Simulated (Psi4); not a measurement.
C3H8BeS (SMILES C[CH2][Be][S]C), singlet, at a GFN2-xTB geometry (such geometries of metal compounds can be far from the true shape), atoms displaced at random by about 0.08 Å a coordinate; HF/6-31G, gradient in Psi4.

Here is a job for Psi4.
```
memory 2 GB

molecule {
0 1
  Be    0.11746922   -0.02140484    0.52843161
  C    -0.22389409   -1.22220949    1.87648472
  C    -0.13005447   -2.65466920    1.67111881
  H    -1.41610584   -0.83075566    2.17952604
  H     0.50999538   -0.84320434    2.55696815
  H     0.84578046   -3.01184482    1.15095525
  H    -0.71042772   -2.95585466    0.70161717
  H    -0.17833080   -3.26798649    2.46927663
  S     0.69891754    1.19779159   -0.85439662
  C    -0.83052224    1.60777738   -2.04153541
  H    -1.24991116    0.70155906   -2.21992379
  H    -0.40692257    2.44807371   -2.54926747
  H    -1.38726038    2.16098214   -1.37770067
symmetry c1
no_reorient
no_com
}

set basis 6-31g

gradient('scf')
print_variables()
```

What the program printed (banner, timings and long lists left out):

```
gradient() will perform analytic gradient computation.

   => Loading Basis Set <=

    Name: 6-31G
    Role: ORBITAL
    Keyword: BASIS

         ---------------------------------------------------------
                                   SCF
               by Justin Turney, Rob Parrish, Andy Simmonett
                          and Daniel G. A. Smith
                              RHF Reference
         ---------------------------------------------------------

  ==> Geometry <==

    Molecular point group: c1
    Full point group: C1

    Geometry (in Angstrom), charge = 0, multiplicity = 1:

       Center              X                  Y                   Z               Mass
    ------------   -----------------  -----------------  -----------------  -----------------
         BE           0.117469220000    -0.021404840000     0.528431610000     9.012183065000
         C           -0.223894090000    -1.222209490000     1.876484720000    12.000000000000
         C           -0.130054470000    -2.654669200000     1.671118810000    12.000000000000
         H           -1.416105840000    -0.830755660000     2.179526040000     1.007825032230
         H            0.509995380000    -0.843204340000     2.556968150000     1.007825032230
         H            0.845780460000    -3.011844820000     1.150955250000     1.007825032230
         H           -0.710427720000    -2.955854660000     0.701617170000     1.007825032230
         H           -0.178330800000    -3.267986490000     2.469276630000     1.007825032230
         S            0.698917540000     1.197791590000    -0.854396620000    31.972071174400
         C           -0.830522240000     1.607777380000    -2.041535410000    12.000000000000
         H           -1.249911160000     0.701559060000    -2.219923790000     1.007825032230
         H           -0.406922570000     2.448073710000    -2.549267470000     1.007825032230
         H           -1.387260380000     2.160982140000    -1.377700670000     1.007825032230

  Running in c1 symmetry.

  Rotational constants: A =      0.32544  B =      0.04200  C =      0.04002 [cm^-1]
  Rotational constants: A =   9756.29688  B =   1259.14838  C =   1199.64202 [MHz]
  Nuclear repulsion =  170.272138245371337

  Charge       = 0
  Multiplicity = 1
  Electrons    = 46
  Nalpha       = 23
  Nbeta        = 23

  ==> Algorithm <==

  SCF Algorithm Type is DF.
  DIIS enabled.
  MOM disabled.
  Fractional occupation disabled.
  Guess Type is SAD.
[...]
  @DF-RHF Final Energy:  -530.28104685189248
    Total Energy =                       -530.2810468518924836
[...]
         C           -0.830522240000     1.607777380000    -2.041535410000    12.000000000000
         H           -1.249911160000     0.701559060000    -2.219923790000     1.007825032230
         H           -0.406922570000     2.448073710000    -2.549267470000     1.007825032230
         H           -1.387260380000     2.160982140000    -1.377700670000     1.007825032230

  Nuclear repulsion =  170.272138245371337

  ==> Basis Set <==

  Basis Set: 6-31G
    Blend: 6-31G
    Number of shells: 43
    Number of basis functions: 65
    Number of Cartesian functions: 65
    Spherical Harmonics?: false
    Max angular momentum: 1

  ==> DFJKGrad: Density-Fitted SCF Gradients <==

    Gradient:                    1
    J tasked:                  Yes
    K tasked:                  Yes
    wK tasked:                  No
    Integrals threads:           1
    Schwarz Cutoff:          1E-12
    Fitting Condition:       1E-10

   => Auxiliary Basis Set <=

  Basis Set: (6-31G AUX)
    Blend: CC-PVDZ-JKFIT + DEF2-UNIVERSAL-JKFIT
    Number of shells: 197
    Number of basis functions: 633
    Number of Cartesian functions: 633
    Spherical Harmonics?: false
    Max angular momentum: 3

  -Total Gradient:
     Atom            X                  Y                   Z
    ------   -----------------  -----------------  -----------------
       1        0.005560569163     0.028850129343    -0.016992805664
       2        0.058184121552    -0.096547756686     0.024039303270
       3       -0.036990120792     0.032980990465     0.145684205753
       4       -0.072800246690     0.025982277867     0.005192521057
       5        0.003426198116    -0.003017134582    -0.025146120782
       6        0.012874298112    -0.024772151316    -0.028331377003
       7        0.005368708437    -0.001331670264    -0.053092906144
       8        0.023457978987     0.038845661081    -0.050045072532
       9        0.000976341484     0.000762250250     0.005555210330
      10       -0.060109707865    -0.048326110073    -0.066277226879
      11        0.019633831319     0.035607066496     0.045070675438
      12       -0.002096178754     0.022329990062     0.043964120986
      13        0.042514206931    -0.011363542643    -0.029620527826

  Variable Map:
  ----------------------------------------------------------------------------
[...]
  Array Variable Map:
  ----------------------------------------------------------------------------
[...]
[...]
```
